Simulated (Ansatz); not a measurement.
benzonitrile (C$_{7}$H$_{5}$N), singlet, at a GFN2-xTB geometry. Base run: SVWN5/3-21G run with Ansatz (an electronic-structure program).

Ansatz was given this input:
Ansatz 0.2 input:
```yaml
crystal:
  periodic: [false, false, false]
  atoms:
    - {symbol: N, position_ang: [3.11954950, 0.55509879, 0.02098944]}
    - {symbol: C, position_ang: [1.99092193, 0.35426857, 0.01339563]}
    - {symbol: C, position_ang: [0.59841258, 0.10648271, 0.00402633]}
    - {symbol: C, position_ang: [-0.29759092, 1.17226289, 0.09170135]}
    - {symbol: C, position_ang: [-1.65657157, 0.92270395, 0.08196575]}
    - {symbol: C, position_ang: [-2.12584534, -0.37827711, -0.01430344]}
    - {symbol: C, position_ang: [-1.23539287, -1.43730580, -0.10142392]}
    - {symbol: C, position_ang: [0.12626512, -1.20274894, -0.09285409]}
    - {symbol: H, position_ang: [0.07933305, 2.18171727, 0.16631022]}
    - {symbol: H, position_ang: [-2.35309519, 1.74500709, 0.14964731]}
    - {symbol: H, position_ang: [-3.18890940, -0.56744083, -0.02145612]}
    - {symbol: H, position_ang: [-1.60456936, -2.44924172, -0.17627588]}
    - {symbol: H, position_ang: [0.82920083, -2.02005096, -0.16019728]}
basis:
  gaussian:
    orbitals: 3-21G.json
hamiltonian:
  xc: {name: SVWN5}
```
The basis file holds 3-21G in the JSON format of the Basis Set Exchange.

Variants of this job, named by their change:

```json
[
 {"change": "base", "ΔE vs base (µEh)": "0.0"},
 {"change": "accuracy = high", "ΔE vs base (µEh)": "25.9"},
 {"change": "forces = on", "ΔE vs base (µEh)": "0.0"},
 {"change": "point_charge = charge:-1.0 position_ang:0.7433, 2.1016, 6.1299", "ΔE vs base (µEh)": "1006"},
 {"change": "final_grid = 6, 12, 29", "ΔE vs base (µEh)": "0.6"},
 {"change": "point_charge = charge:1.0 position_ang:-5.3542, 2.941, -3.2429", "ΔE vs base (µEh)": "3796"},
 {"change": "fitting.mean_field = cc-pVTZ-JKFIT", "ΔE vs base (µEh)": "[?]"},
 {"change": "lower_state_search = light", "ΔE vs base (µEh)": "0.0"},
 {"change": "lower_state_search = full", "ΔE vs base (µEh)": "0.0"},
 {"change": "final_grid = 14, 28, 59", "ΔE vs base (µEh)": "-0.5"},
 {"change": "fitting.mean_field = def2-universal-JKFIT", "ΔE vs base (µEh)": "[?]"}
]
```

Fill in the missing entries.


- fitting.mean_field = cc-pVTZ-JKFIT, ΔE vs base (µEh): -173
- fitting.mean_field = def2-universal-JKFIT, ΔE vs base (µEh): -377
